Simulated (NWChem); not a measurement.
System: C5H4O; SMILES C1(C=CC=C1)=O

Here is an NWChem input.

```
start job
memory heap 200 mb stack 900 mb global 1100 mb
geometry units angstroms noautosym nocenter noautoz
  O      0.000000     0.000000    -2.037968
  C      0.000000     0.000000    -0.823217
  C      0.000000     1.205695     0.087587
  C      0.000000     0.751636     1.348995
  C      0.000000    -0.751636     1.348995
  C      0.000000    -1.205695     0.087587
  H      0.000000     2.226036    -0.271975
  H      0.000000     1.345654     2.256349
  H      0.000000    -1.345654     2.256349
  H      0.000000    -2.226036    -0.271975
end
basis spherical
  * library def2-svp
end
dft
  xc pbe0
  iterations 150
end
property
  efieldgrad
end
task dft property
```

Parts of the log:

```
             Northwest Computational Chemistry Package (NWChem) 7.3.0
             --------------------------------------------------------

                             Geometry "geometry" -> ""
                             -------------------------

 Output coordinates in angstroms (scale by  1.889725989 to convert to a.u.)

  No.       Tag          Charge          X              Y              Z
 ---- ---------------- ---------- -------------- -------------- --------------
    1 O                    8.0000     0.00000000     0.00000000    -2.03796800
    2 C                    6.0000     0.00000000     0.00000000    -0.82321700
    3 C                    6.0000     0.00000000     1.20569500     0.08758700
    4 C                    6.0000     0.00000000     0.75163600     1.34899500
    5 C                    6.0000     0.00000000    -0.75163600     1.34899500
    6 C                    6.0000     0.00000000    -1.20569500     0.08758700
    7 H                    1.0000     0.00000000     2.22603600    -0.27197500
    8 H                    1.0000     0.00000000     1.34565400     2.25634900
    9 H                    1.0000     0.00000000    -1.34565400     2.25634900
   10 H                    1.0000     0.00000000    -2.22603600    -0.27197500

 Effective nuclear repulsion energy (a.u.)     199.8926833272

                              NWChem Property Module
                              ----------------------

  itol2e modified to match energy
  convergence criterion.

                                 NWChem DFT Module
                                 -----------------

 Summary of "ao basis" -> "ao basis" (spherical)
 ------------------------------------------------------------------------------
       Tag                 Description            Shells   Functions and Types
 ---------------- ------------------------------  ------  ---------------------
 O                          def2-svp                 6       14   3s2p1d
 C                          def2-svp                 6       14   3s2p1d
 H                          def2-svp                 3        5   2s1p

  itol2e modified to match energy
  convergence criterion.

            General Information
            -------------------
          SCF calculation type: DFT
          Wavefunction type:  closed shell.
          No. of atoms     :    10
          No. of electrons :    42
           Alpha electrons :    21
            Beta electrons :    21
          Charge           :     0
          Spin multiplicity:     1
          Use of symmetry is: off; symmetry adaption is: off
          Maximum number of iterations: 150
          AO basis - number of functions:   104
                     number of shells:    48
          Convergence on energy requested:  1.00D-07
          Convergence on density requested:  1.00D-05
          Convergence on gradient requested:  5.00D-04

              XC Information
              --------------
                         PBE0 Method XC Functional
                     Hartree-Fock (Exact) Exchange  0.250
          PerdewBurkeErnzerhof Exchange Functional  0.750
            Perdew 1991 LDA Correlation Functional  1.000 local
           PerdewBurkeErnz. Correlation Functional  1.000 non-local

             Grid Information
             ----------------
          Grid used for XC integration:  fine
          Radial quadrature: Mura-Knowles
          Angular quadrature: Lebedev.
          Tag              B.-S. Rad. Rad. Pts. Rad. Cut. Ang. Pts.
          ---              ---------- --------- --------- ---------
          O                   0.60       70          12.0       590
          C                   0.70       70          10.0       590
          H                   0.35       60          12.0       590
          Grid pruning is: on
          Number of quadrature shells:   660
          Spatial weights used:  Erf1

      Superposition of Atomic Density Guess
      -------------------------------------

 Sum of atomic energies:        -264.81232256

      Non-variational initial energy
      ------------------------------

 Total energy =    -268.469511
 1-e energy   =    -753.401850
 2-e energy   =     285.039656
 HOMO         =      -0.265542
 LUMO         =      -0.134981

   convergence    iter        energy       DeltaE   RMS-Dens  Diis-err
 ---------------- ----- ----------------- --------- --------- ---------
 d= 0,ls=0.0,diis     1   -267.4830873349 -4.67D+02  2.37D-02  8.99D-01
 d= 0,ls=0.0,diis     2   -267.2161189210  2.67D-01  1.75D-02  3.62D+00
 d= 0,ls=0.0,diis     3   -267.5944920333 -3.78D-01  2.13D-03  4.07D-02
 d= 0,ls=0.0,diis     4   -267.5977564894 -3.26D-03  9.78D-04  9.65D-03
 d= 0,ls=0.0,diis     5   -267.5988420609 -1.09D-03  2.85D-04  1.02D-03
  Resetting Diis
 d= 0,ls=0.0,diis     6   -267.5989697107 -1.28D-04  7.79D-05  1.61D-04
 d= 0,ls=0.0,diis     7   -267.5989899203 -2.02D-05  5.40D-05  3.65D-06
 d= 0,ls=0.0,diis     8   -267.5989887160  1.20D-06  2.99D-05  1.52D-05
 d= 0,ls=0.0,diis     9   -267.5989903460 -1.63D-06  2.77D-06  1.24D-07
 d= 0,ls=0.0,diis    10   -267.5989903576 -1.16D-08  1.13D-06  1.15D-08

         Total DFT energy =     -267.598990357561
      One electron energy =     -757.597035982317
           Coulomb energy =      326.890455295046
    Exchange-Corr. energy =      -36.785092997452
 Nuclear repulsion energy =      199.892683327163

 Numeric. integr. density =       41.999995319998

                       DFT Final Molecular Orbital Analysis
                       ------------------------------------

 Vector   19  Occ=2.000000D+00  E=-3.504124D-01
              MO Center= -1.0D-10, -2.6D-10,  3.8D-02, r^2= 3.5D+00
   Bfn.  Coefficient  Atom+Function         Bfn.  Coefficient  Atom+Function
  ----- ------------  ---------------      ----- ------------  ---------------
     4      0.352869   1 O  px               46     -0.281258   4 C  px
    60     -0.281258   5 C  px                7      0.243806   1 O  px
    49     -0.176044   4 C  px               63     -0.176044   5 C  px
    32     -0.172152   3 C  px               74     -0.172152   6 C  px
    18      0.127418   2 C  px               35     -0.108122   3 C  px

[...]

          -----------------------
          Electric field gradient
          -----------------------

 1 a.u. = 0.324123 10**(16) esu/cm**3  ( or statvolts/cm**2 ) = 0.97174 10**(22) v/m**2

 ------------------------------------------------------------
   Atom      X         Y         Z
 ------------------------------------------------------------
    1 O    0.00000   0.00000  -3.85120
 ------------------------------------------------------------

 Electric field gradient in molecular frame (a.u.)
         XX             YY             ZZ             XY             XZ             YZ
 ------------------------------------------------------------------------------------------
       -1.567096       2.042310      -0.475214       0.000000      -0.000000      -0.000000

 Principal components (a.u.) and orientation
 of principal axis w.r.t. absolute frame                      Asymmetry parameter eta
 --------------------------------------------------------------------------------------
        2.042310      -1.567096      -0.475214                       0.534631

        0.000000       1.000000      -0.000000
        1.000000      -0.000000       0.000000
       -0.000000       0.000000       1.000000

 ------------------------------------------------------------
   Atom      X         Y         Z
 ------------------------------------------------------------
    2 C    0.00000   0.00000  -1.55565
 ------------------------------------------------------------

 Electric field gradient in molecular frame (a.u.)
         XX             YY             ZZ             XY             XZ             YZ
 ------------------------------------------------------------------------------------------
       -0.459020       0.226576       0.232444      -0.000000      -0.000000      -0.000000

 Principal components (a.u.) and orientation
 of principal axis w.r.t. absolute frame                      Asymmetry parameter eta
 --------------------------------------------------------------------------------------
       -0.459020       0.232444       0.226576                       0.012785

        1.000000      -0.000000      -0.000000
        0.000000      -0.000000       1.000000
        0.000000       1.000000       0.000000

 ------------------------------------------------------------
   Atom      X         Y         Z
 ------------------------------------------------------------
    3 C    0.00000   2.27843   0.16552
 ------------------------------------------------------------

 Electric field gradient in molecular frame (a.u.)
         XX             YY             ZZ             XY             XZ             YZ
 ------------------------------------------------------------------------------------------
       -0.207872       0.051576       0.156296      -0.000000      -0.000000      -0.036891

 Principal components (a.u.) and orientation
 of principal axis w.r.t. absolute frame                      Asymmetry parameter eta
 --------------------------------------------------------------------------------------
       -0.207872       0.167987       0.039885                       0.616254

        1.000000      -0.000000      -0.000000
        0.000000      -0.302093       0.953278
        0.000000       0.953278       0.302093

 ------------------------------------------------------------
   Atom      X         Y         Z
 ------------------------------------------------------------
    4 C    0.00000   1.42039   2.54923
 ------------------------------------------------------------

 Electric field gradient in molecular frame (a.u.)
         XX             YY             ZZ             XY             XZ             YZ
 ------------------------------------------------------------------------------------------
       -0.301463       0.085012       0.216452       0.000000      -0.000000      -0.032074

 Principal components (a.u.) and orientation
 of principal axis w.r.t. absolute frame                      Asymmetry parameter eta
 --------------------------------------------------------------------------------------
       -0.301463       0.223861       0.077603                       0.485161

        1.000000      -0.000000      -0.000000
       -0.000000      -0.225075       0.974341
        0.000000       0.974341       0.225075

 ------------------------------------------------------------
   Atom      X         Y         Z
 ------------------------------------------------------------
    5 C    0.00000  -1.42039   2.54923
 ------------------------------------------------------------

 Electric field gradient in molecular frame (a.u.)
         XX             YY             ZZ             XY             XZ             YZ
 ------------------------------------------------------------------------------------------
       -0.301463       0.085012       0.216452       0.000000       0.000000       0.032074

 Principal components (a.u.) and orientation
 of principal axis w.r.t. absolute frame                      Asymmetry parameter eta
 --------------------------------------------------------------------------------------
       -0.301463       0.223861       0.077603                       0.485161

        1.000000       0.000000       0.000000
       -0.000000       0.225075       0.974341
       -0.000000       0.974341      -0.225075

 ------------------------------------------------------------
   Atom      X         Y         Z
 ------------------------------------------------------------
    6 C    0.00000  -2.27843   0.16552
 ------------------------------------------------------------

 Electric field gradient in molecular frame (a.u.)
         XX             YY             ZZ             XY             XZ             YZ
 ------------------------------------------------------------------------------------------
       -0.207872       0.051576       0.156296      -0.000000       0.000000       0.036891

 Principal components (a.u.) and orientation
 of principal axis w.r.t. absolute frame                      Asymmetry parameter eta
 --------------------------------------------------------------------------------------
       -0.207872       0.167987       0.039885                       0.616254

        1.000000       0.000000      -0.000000
        0.000000       0.302093       0.953278
       -0.000000       0.953278      -0.302093

 ------------------------------------------------------------
   Atom      X         Y         Z
 ------------------------------------------------------------
    7 H    0.00000   4.20660  -0.51396
 ------------------------------------------------------------

 Electric field gradient in molecular frame (a.u.)
         XX             YY             ZZ             XY             XZ             YZ
 ------------------------------------------------------------------------------------------
        0.173869      -0.280989       0.107120       0.000000      -0.000000       0.154703

 Principal components (a.u.) and orientation
 of principal axis w.r.t. absolute frame                      Asymmetry parameter eta
 --------------------------------------------------------------------------------------
       -0.335108       0.173869       0.161239                       0.037691

       -0.000000       1.000000       0.000000
        0.943909      -0.000000       0.330205
       -0.330205      -0.000000       0.943909

 ------------------------------------------------------------
   Atom      X         Y         Z
 ------------------------------------------------------------
    8 H    0.00000   2.54292   4.26388
 ------------------------------------------------------------

 Electric field gradient in molecular frame (a.u.)
         XX             YY             ZZ             XY             XZ             YZ
 ------------------------------------------------------------------------------------------
        0.168667       0.013047      -0.181714      -0.000000      -0.000000      -0.223295

 Principal components (a.u.) and orientation
 of principal axis w.r.t. absolute frame                      Asymmetry parameter eta
 --------------------------------------------------------------------------------------
       -0.327938       0.168667       0.159272                       0.028649

        0.000000       1.000000       0.000000
        0.547838      -0.000000       0.836585
        0.836585       0.000000      -0.547838

 ------------------------------------------------------------
   Atom      X         Y         Z
 ------------------------------------------------------------
    9 H    0.00000  -2.54292   4.26388
 ------------------------------------------------------------

 Electric field gradient in molecular frame (a.u.)
         XX             YY             ZZ             XY             XZ             YZ
 ------------------------------------------------------------------------------------------
        0.168667       0.013047      -0.181714       0.000000      -0.000000       0.223295

 Principal components (a.u.) and orientation
 of principal axis w.r.t. absolute frame                      Asymmetry parameter eta
 --------------------------------------------------------------------------------------
       -0.327938       0.168667       0.159272                       0.028649

        0.000000       1.000000      -0.000000
       -0.547838       0.000000       0.836585
        0.836585       0.000000       0.547838

[...]
```

Level: PBE0/def2-SVP. Geometry: optimised at B3LYP/6-31G* (spherical d). NWChem prints the field gradient with the sign opposite to the second derivative of the potential.
